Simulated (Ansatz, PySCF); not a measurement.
Stretching the O3–H4 bond in BeH2O (SMILES [BeH][OH]) (multiplicity 1 held, fragments rigid). Energies count from the point at 0.952 Å.
Geometry at that point (charge 0, multiplicity 1):
```xyz
4

Be    -0.784    -0.353     0.030
H     -1.995    -0.895     0.080
O      0.511     0.185    -0.074
H      1.042     0.825     0.390
```

R- and RO- levels are restricted; in cc, def2 and unpolarised 6-31G sets they are followed outwards from rest. U- levels take the lowest unrestricted solution at each point, which mixes spins at long bonds. Active spaces are followed from a long bond inwards. Levels need not reach the same state.

Correlated levels freeze the cores. Rows in 3-21G carry no dispersion term and start afresh at each structure.

Codes used: Ansatz (Gaussian basis) for Hartree–Fock, density functionals and correlated methods; PySCF for 3-21G rows. Each number belongs to the level named beside it.

Energies in kJ/mol.

| R (Å) | R-HF/3-21G | U-HF/aug-cc-pVTZ | R-PBE/aug-cc-pVTZ | R-SCS-MP2/aug-cc-pVTZ | SC-NEVPT2 on CASSCF(4,3)/aug-cc-pVTZ | FIC-MRCISD+Q on CASSCF(4,3)/aug-cc-pVTZ |
|---|---|---|---|---|---|---|
| 0.762 | 163 | 137 | 164 | 157 | 171 | 154 |
| 0.857 | 33 | 21 | 34 | 30 | 42 | 29 |
| 0.952 | 0 | 0 | 0 | 0 | 0 | 0 |
| 1.047 | 20 | 30 | 16 | 20 | 16 | 21 |
| 1.142 | 67 | 87 | 58 | 66 | 61 | 68 |
| 1.285 | 162 | 191 | 141 | ? | 150 | 157 |
| 1.428 | 265 | 298 | 228 | 246 | 244 | 248 |
| 1.666 | 429 | 385 | 358 | 383 | 383 | 380 |
| 1.904 | 569 | 403 | 461 | 487 | 481 | 470 |
| 2.190 | 703 | 403 | 550 | 569 | 537 | 522 |
| 2.570 | 833 | 400 | 623 | ? | 556 | 540 |
| 3.046 | 937 | 398 | 670 | 605 | 560 | 544 |

Problem. Fill in the missing entries.

Solution. 
- 1.285, R-SCS-MP2/aug-cc-pVTZ: 155
- 2.570, R-SCS-MP2/aug-cc-pVTZ: 616

Doubts at one or more of the structures used: a restricted determinant that unrestricted orbitals would lower (R-HF/3-21G, R-PBE/aug-cc-pVTZ, R-SCS-MP2/aug-cc-pVTZ); a spin-contaminated determinant (U-HF/aug-cc-pVTZ); active orbitals that take no part (SC-NEVPT2 on CASSCF(4,3)/aug-cc-pVTZ, FIC-MRCISD+Q on CASSCF(4,3)/aug-cc-pVTZ).

Ansatz is a first-principles code.
